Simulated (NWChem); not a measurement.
Molecule: PbI2, singlet; SMILES [I][Pb][I]

Low-valent species are run as closed-shell singlets; no triplet was tried in these runs. def2 effective core potentials on I, Pb; no spin-orbit coupling.

**Question.** Give the equilibrium geometry at PBE0/def2-SVP with def2 effective core potentials on I, Pb (NWChem) as a Z-matrix, with the point group.

**Answer.** point group C2v; any orientation.
```
Pb
I 1 2.8284
I 1 2.8284 2 101.71
```
